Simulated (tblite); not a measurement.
Parent: `[CH3:1][CH2:2][CH2:3][CH2:4][PH2+:5][CH3:6]` (charge +1) with C1–C2–C3–C4 -175°, C2–C3–C4–P5 -52°, C3–C4–P5–C6 -164°, [C5H14P]+.

The geometries are computed with GFN2-xTB (gas phase). One conformer each, not checked by frequencies here.

```
coordinate of the parent    value
                   C1–C2  1.523 Å
                   C2–C3  1.526 Å
                   C3–C4  1.532 Å
                   C4–P5  1.812 Å
                   P5–C6  1.801 Å
                C1–C2–C3   111.6°
                C2–C3–C4   112.1°
                C3–C4–P5   112.5°
                C4–P5–C6   111.7°
```

**Question.** How does the shared frame change in `[CH3:1]/[CH:2]=[CH:3]\[PH2+:4][CH3:5]` (charge +1) with C2–C3–P4–C5 -80°, [C4H10P]+? Atoms pair as C2 = C1, C3 = C2, C4 = C3, P5 = P4, C6 = C5 (parent first).

**Answer.** 
| parent | relative | value in the relative | change |
| --- | --- | --- | --- |
| C2–C3 | C1–C2 | 1.475 Å | -0.051 |
| C3–C4 | C2=C3 | 1.336 Å | -0.196 |
| C4–P5 | C3–P4 | 1.785 Å | -0.027 |
| P5–C6 | P4–C5 | 1.805 Å | +0.004 |
| C2–C3–C4 | C1–C2–C3 | 126.0° | +13.9 |
| C3–C4–P5 | C2–C3–P4 | 124.4° | +11.9 |
| C4–P5–C6 | C3–P4–C5 | 114.5° | +2.8 |

Of the parent's bonds, C3–C4 changes most (-0.196 Å). Point group C1 → C1.

**Question.** How does the shared frame change in `[CH3:1][PH2+:2][CH2:3][CH2:4][C:5]([F:6])([F:7])[F:8]` (charge +1) with C1–P2–C3–C4 168°, P2–C3–C4–C5 46°, [C4H9F3P]+? Atoms pair as C2 = C5, C3 = C4, C4 = C3, P5 = P2, C6 = C1 (parent first).

**Answer.** 
```csv
parent,relative,value in the relative,change
C2–C3,C5–C4,1.518 Å,-0.008
C3–C4,C4–C3,1.531 Å,-0.001
C4–P5,C3–P2,1.825 Å,+0.013
P5–C6,P2–C1,1.798 Å,-0.003
C2–C3–C4,C5–C4–C3,109.9°,-2.2
C3–C4–P5,C4–C3–P2,115.4°,+2.9
C4–P5–C6,C3–P2–C1,108.7°,-3.0
```

Of the parent's bonds, C4–P5 changes most (+0.013 Å). Bonds of the relative outside the shared frame: C5–F6 1.313, C5–F7 1.367, C5–F8 1.339 Å. Point group C1 → C1.
